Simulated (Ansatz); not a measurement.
CH$_{8}$SSi$_{2}$, SMILES `CS[SiH2][SiH3]`, relaxed with RKS PBE0-D4/def2-TZVP in Ansatz 0.2.0 from a PBE-D4/def2-SVP geometry. The force threshold is 0.005 eV/Å; the program also tests the step.

Charge 0, multiplicity 1.

Start:

```xyz
12

C     0.420   -1.569    2.026
S     0.654   -1.299    0.223
Si   -0.324    0.609   -0.012
Si   -0.144    1.156   -2.292
H    -0.654   -1.621    2.289
H     0.916   -0.776    2.620
H     0.894   -2.542    2.262
H    -1.773    0.535    0.407
H     0.329    1.667    0.845
H     1.304    1.238   -2.692
H    -0.828    0.112   -3.131
H    -0.796    2.490   -2.545
```

How much energy does the relaxation release, and in how many steps? (Best estimate.)

The calculation gave: 4.28 kJ/mol, in 6 steps, 1 of them rejected.

Which bonds change most? (An estimate is asked.)

Computed: S2–Si3 from 2.157 to 2.128 Å; C1–S2 from 1.838 to 1.816 Å; Si3–H9 from 1.510 to 1.491 Å; Si3–H8 from 1.510 to 1.491 Å.

Give the relaxed structure. (An estimate is asked.)

Ansatz gave: 
```xyz
12

C     0.411   -1.548    2.013
S     0.651   -1.299    0.230
Si   -0.309    0.584   -0.017
Si   -0.144    1.152   -2.279
H    -0.649   -1.590    2.262
H     0.897   -0.758    2.586
H     0.873   -2.503    2.264
H    -1.737    0.502    0.407
H     0.341    1.618    0.839
H     1.284    1.244   -2.683
H    -0.822    0.128   -3.117
H    -0.795    2.470   -2.507
```
